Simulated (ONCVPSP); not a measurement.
# LDA (Perdew-Wang 92) ONCV dataset for holmium, scalar-relativistic all-electron reference.

The input file (ONCVPSP 4.0.1):

```
# ATOM AND REFERENCE CONFIGURATION
# atsym  z   nc   nv     iexc    psfile
  Ho 67.00    9    5  -001012      upf
#
#   n    l    f
    1    0    2.00
    2    0    2.00
    2    1    6.00
    3    0    2.00
    3    1    6.00
    3    2   10.00
    4    0    2.00
    4    1    6.00
    4    2   10.00
    4    3   10.50
    5    0    2.00
    5    1    6.00
    5    2    0.50
    6    0    2.00
#
# PSEUDOPOTENTIAL AND OPTIMIZATION
# lmax
    3
#
#   l,   rc,      ep,       ncon, nbas, qcut
    0    1.65    0.00    5    9    5.60
    1    2.50    0.00    4    7    6.10
    2    2.65    0.00    5    8    3.70
    3    0.75    0.00    4    9   21.40
#
# LOCAL POTENTIAL
# lloc, lpopt,  rc(5),   dvloc0
    4    1    0.60    0.00
#
# VANDERBILT-KLEINMAN-BYLANDER PROJECTORs
# l, nproj, debl
    0    2    0.60
    1    2    0.90
    2    2    3.00
    3    2    3.80
#
# MODEL CORE CHARGE
# icmod, fcfact, rcfact
    0    0.00    0.00
#
# LOG DERIVATIVE ANALYSIS
# epsh1, epsh2, depsh
   -3.00    5.00    0.02
#
# OUTPUT GRID
# rlmax, drl
    6.00    0.01
#
# TEST CONFIGURATIONS
# ncnf
    4
# nvcnf
#   n    l    f
    5
    4    3   11.00
    5    0    2.00
    5    1    6.00
    5    2    0.00
    6    0    2.00
#
    5
    4    3   11.00
    5    0    2.00
    5    1    6.00
    5    2    0.00
    6    0    1.00
#
    5
    4    3   11.00
    5    0    2.00
    5    1    6.00
    5    2    0.00
    6    0    0.00
#
    6
    4    3   11.00
    5    0    2.00
    5    1    6.00
    5    2    0.00
    6    0    1.00
    6    1    1.00
#
```

Command:

```bash
oncvpsp.x < Ho.dat > Ho.out
```

The program printed (shortened: citation, most of the input echo, consistency checks and plot data are left out):

```
ONCVPSP  (Optimized Norm-Conservinng Vanderbilt PSeudopotential)
scalar-relativistic version 4.0.1

#   n    l    f        energy (Ha)
    1    0    2.00    -2.0378823E+03
    2    0    2.00    -3.4101409E+02
    2    1    6.00    -3.0223907E+02
    3    0    2.00    -7.6253504E+01
    3    1    6.00    -6.4405965E+01
    3    2   10.00    -4.9345107E+01
    4    0    2.00    -1.5146355E+01
    4    1    6.00    -1.1243341E+01
    4    2   10.00    -5.9709886E+00
    4    3   10.50    -2.3423347E-01
    5    0    2.00    -1.9320398E+00
    5    1    6.00    -1.0170496E+00
    5    2    0.50    -6.6413420E-02
    6    0    2.00    -1.5630360E-01

Reference configufation results
  iterations    37
  all-electron total energy (Ha)   -1.26082080D+04

Begin loop to  construct optimized pseudo wave functions
and semi-local pseudopoentials for all angular momenta

Calculating optimized projector #   1

 for l=   0

    Fraction of norm inside rc  0.831566
    Optimizing pswf for qcut=   5.61 a_B^-1,  ecut=  15.73 Ha
    Residual kinetic energy error=  2.32D-03 Ha

    Energy error per electron        Cutoff
         Ha          eV             Ha
         0.01000     0.27211       12.97
         0.00100     0.02721       26.60
         0.00010     0.00272       77.11
         0.00001     0.00027       88.23

Calculating optimized projector #   2

 for l=   0

    Fraction of norm inside rc  0.037859
    Optimizing pswf for qcut=   5.61 a_B^-1,  ecut=  15.73 Ha
    Residual kinetic energy error=  4.23D-04 Ha

    Energy error per electron        Cutoff
         Ha          eV             Ha
         0.01000     0.27211        9.52
         0.00100     0.02721       14.19
         0.00010     0.00272       25.76
         0.00001     0.00027       54.64

WARNING wellstate: negative energy specified for n= 6 l=  1
WARNING scattering state with energy  0.25000000
WARNING will be used for the first projector

   Wellstate for l =  1  n =  6
     eigenvalue =   0.2500
     asymptotic potential =   0.7500
     half-point radius =  3.9340

Calculating optimized projector #   1

 for l=   1

    Fraction of norm inside rc  0.949290
    Optimizing pswf for qcut=   6.10 a_B^-1,  ecut=  18.63 Ha
    Residual kinetic energy error=  1.65D-08 Ha

    Energy error per electron        Cutoff
         Ha          eV             Ha
         0.01000     0.27211        6.44
         0.00100     0.02721        8.60
         0.00010     0.00272       10.58
         0.00001     0.00027       12.37

Calculating optimized projector #   2

 for l=   1

    Fraction of norm inside rc  0.188078
    Optimizing pswf for qcut=   6.10 a_B^-1,  ecut=  18.63 Ha
    Residual kinetic energy error=  7.32D-08 Ha

    Energy error per electron        Cutoff
         Ha          eV             Ha
         0.01000     0.27211        5.56
         0.00100     0.02721        7.52
         0.00010     0.00272        9.23
         0.00001     0.00027       13.54

   Wellstate for l =  2  n =  8
     eigenvalue =   2.9336
     asymptotic potential =   3.4336
     half-point radius =  4.6848

Calculating optimized projector #   1

 for l=   2

    Fraction of norm inside rc  0.482068
    Optimizing pswf for qcut=   3.70 a_B^-1,  ecut=   6.85 Ha
    Residual kinetic energy error=  2.96D-03 Ha

    Energy error per electron        Cutoff
         Ha          eV             Ha
         0.01000     0.27211        5.61
         0.00100     0.02721       10.04
         0.00010     0.00272       26.66
         0.00001     0.00027       31.79

Calculating optimized projector #   2

 for l=   2

    Fraction of norm inside rc  0.196305
    Optimizing pswf for qcut=   3.70 a_B^-1,  ecut=   6.85 Ha
    Residual kinetic energy error=  4.64D-02 Ha

    Energy error per electron        Cutoff
         Ha          eV             Ha
         0.01000     0.27211        8.76
         0.00100     0.02721       18.73
         0.00010     0.00272       36.31
         0.00001     0.00027       41.81

   Wellstate for l =  3  n =  6
     eigenvalue =   3.5658
     asymptotic potential =   4.0658
     half-point radius =  2.6719

Calculating optimized projector #   1

 for l=   3

    Fraction of norm inside rc  0.551614
    Optimizing pswf for qcut=  21.43 a_B^-1,  ecut= 229.54 Ha
    Residual kinetic energy error=  5.49D-05 Ha

    Energy error per electron        Cutoff
         Ha          eV             Ha
         0.01000     0.27211      176.26
         0.00100     0.02721      200.96
         0.00010     0.00272      221.72
         0.00001     0.00027      693.25

Calculating optimized projector #   2

 for l=   3

    Fraction of norm inside rc  0.044928
    Optimizing pswf for qcut=  21.43 a_B^-1,  ecut= 229.54 Ha
    Residual kinetic energy error=  1.66D-05 Ha

    Energy error per electron        Cutoff
         Ha          eV             Ha
         0.01000     0.27211      157.84
         0.00100     0.02721      189.87
         0.00010     0.00272      213.37
         0.00001     0.00027      238.89

Construct Vanderbilt / Kleinmman-Bylander projectors

B matrix Hermiticity error, ll=   0
   1   2    1.6420E-04

  Orthonormal projector coefficients  2.6103E+01  2.2982E+00

B matrix Hermiticity error, ll=   1
   1   2    1.3716E-04

  Orthonormal projector coefficients  1.6221E+01  6.0358E-01

B matrix Hermiticity error, ll=   2
   1   2    1.0957E-04

  Orthonormal projector coefficients  6.5356E+00 -6.4885E+00

B matrix Hermiticity error, ll=   3
   1   2   -9.1485E-04

  Orthonormal projector coefficients -3.1998E+01 -8.1264E+00

Pseudoatom total energy -168.998354

Diagnostic tests using Vanderbilt-Kleinman-Bylander pseudopotentials
  1 or more projectors used as specified by nproj input data

   l    rcore       rmatch      e in        delta e   norm test  slope test

   0   1.6578282   1.7081635  -1.9320398  -0.0000041   1.0001473   1.0001544
   0   1.6578282   1.7081635  -0.1563036   0.0000031   1.0000526   1.0000469

   1   2.5049565   2.5810124  -1.0170496   0.0000004   1.0001094   1.0001086
   1   2.5049565   2.5810124   0.2500000   0.0000054   1.0001263   1.0001263

   2   2.6593776   2.7401220  -0.0664134   0.0000002   1.0000174   1.0000165
   2   2.6593776   2.7401220   2.9335866   0.0000156   1.0001117   1.0001117

   3   0.7526725   0.7755253  -0.2342335   0.0002533   1.0003895   1.0001657
   3   0.7526725   0.7755253   3.5657665  -0.0001421   1.0009808   1.0009808

 Testing for bound ghosts
   n   l    E NL Schr. Eq   E Basis Diag.   E Cutoff

       0                      -23.871514    127.18  WARNING - GHOST(-)
   1   0       -1.932044       -1.932033    127.18
   2   0       -0.156301       -0.036975    127.18

       1                       -7.793672     35.76  WARNING - GHOST(-)
   2   1       -1.017049       -1.016796     35.76

       2                       -6.177720     48.62  WARNING - GHOST(-)
   3   2       -0.066413       -0.062393     48.62

   4   3       -0.233980       -0.190393    870.14

 Testing for highly-localized positive-energy ghosts
       l    <radius>/rc     E Basis Diag.   E Cutoff

       0        0.890605        9.150805    127.18  WARNING - GHOST(+)

Test configuration 0

   n   l     f        eae           eps        diff
   1   0  2.0000-2037.88228385
   2   0  2.0000 -341.01408636
   2   1  6.0000 -302.23907281
   3   0  2.0000  -76.25350382
   3   1  6.0000  -64.40596513
   3   2 10.0000  -49.34510698
   4   0  2.0000  -15.14635460
   4   1  6.0000  -11.24334099
   4   2 10.0000   -5.97098857
   4   3 10.5000   -0.23423347   -0.23398012    2.53D-04
   5   0  2.0000   -1.93203982   -1.93204392   -4.10D-06
   5   1  6.0000   -1.01704963   -1.01704919    4.36D-07
   5   2  0.5000   -0.06641342   -0.06641320    2.16D-07
   6   0  2.0000   -0.15630360   -0.15630054    3.06D-06

    Total energies and differences
      AE_ref= -1.26082080D+04  AE_tst= -1.26082080D+04  dif=  0.00D+00
      PS_ref= -1.68998354D+02  PS_tst= -1.68998354D+02  dif= -2.39D-12
      PSP excitation error=  2.39D-12

Test configuration 1

   n   l     f        eae           eps        diff
   1   0  2.0000-2037.76526043
   2   0  2.0000 -340.88858056
   2   1  6.0000 -302.11479225
   3   0  2.0000  -76.11526469
   3   1  6.0000  -64.26798218
   3   2 10.0000  -49.20841192
   4   0  2.0000  -15.01294586
   4   1  6.0000  -11.11216368
   4   2 10.0000   -5.84347317
   4   3 11.0000   -0.12351623   -0.12243620    1.08D-03
   5   0  2.0000   -1.85706143   -1.85866989   -1.61D-03
   5   1  6.0000   -0.95563991   -0.95508548    5.54D-04
   6   0  2.0000   -0.14481748   -0.14489898   -8.15D-05

    Total energies and differences
      AE_ref= -1.26082080D+04  AE_tst= -1.26082707D+04  dif= -6.28D-02
      PS_ref= -1.68998354D+02  PS_tst= -1.69059088D+02  dif= -6.07D-02
      PSP excitation error= -2.04D-03

Test configuration 2

   n   l     f        eae           eps        diff
   1   0  2.0000-2038.00829892
   2   0  2.0000 -341.13057042
   2   1  6.0000 -302.35691782
   3   0  2.0000  -76.35589093
   3   1  6.0000  -64.50863609
   3   2 10.0000  -49.44919471
   4   0  2.0000  -15.25415968
   4   1  6.0000  -11.35358723
   4   2 10.0000   -6.08519938
   4   3 11.0000   -0.36571770   -0.36450213    1.22D-03
   5   0  2.0000   -2.10185733   -2.10359073   -1.73D-03
   5   1  6.0000   -1.19960547   -1.19905625    5.49D-04
   6   0  1.0000   -0.33890062   -0.33906229   -1.62D-04

    Total energies and differences
      AE_ref= -1.26082080D+04  AE_tst= -1.26080304D+04  dif=  1.78D-01
      PS_ref= -1.68998354D+02  PS_tst= -1.68819126D+02  dif=  1.79D-01
      PSP excitation error= -1.63D-03

Test configuration 3

   n   l     f        eae           eps        diff
   1   0  2.0000-2038.29116349
   2   0  2.0000 -341.41148202
   2   1  6.0000 -302.63803572
   3   0  2.0000  -76.63455225
   3   1  6.0000  -64.78733879
   3   2 10.0000  -49.72810476
   4   0  2.0000  -15.53372133
   4   1  6.0000  -11.63347118
   4   2 10.0000   -6.36553896
   4   3 11.0000   -0.64649178   -0.64498912    1.50D-03
   5   0  2.0000   -2.38627640   -2.38815013   -1.87D-03
   5   1  6.0000   -1.48183516   -1.48126076    5.74D-04

    Total energies and differences
      AE_ref= -1.26082080D+04  AE_tst= -1.26075887D+04  dif=  6.19D-01
      PS_ref= -1.68998354D+02  PS_tst= -1.68377155D+02  dif=  6.21D-01
      PSP excitation error= -1.92D-03

Test configuration 4

   n   l     f        eae           eps        diff
   1   0  2.0000-2037.82011184
   2   0  2.0000 -340.94294613
   2   1  6.0000 -302.16919696
   3   0  2.0000  -76.16894313
   3   1  6.0000  -64.32167038
   3   2 10.0000  -49.26217483
   4   0  2.0000  -15.06703520
   4   1  6.0000  -11.16637770
   4   2 10.0000   -5.89787058
   4   3 11.0000   -0.17822808   -0.17699517    1.23D-03
   5   0  2.0000   -1.91350595   -1.91519848   -1.69D-03
   5   1  6.0000   -1.01146255   -1.01091634    5.46D-04
   6   0  1.0000   -0.17653313   -0.17668003   -1.47D-04
   6   1  1.0000   -0.06808977   -0.06807136    1.84D-05

    Total energies and differences
      AE_ref= -1.26082080D+04  AE_tst= -1.26081660D+04  dif=  4.20D-02
      PS_ref= -1.68998354D+02  PS_tst= -1.68954479D+02  dif=  4.39D-02
      PSP excitation error= -1.88D-03
```

Note: ghosts flagged at negative energy: s at -649.6 eV, p at -212.1 eV, d at -168.1 eV; GHOST(+) flagged for s at 249.0 eV. A true bound ghost makes a file unfit for plane-wave use.

The run took about 5.4 s on one core of a shared server CPU.
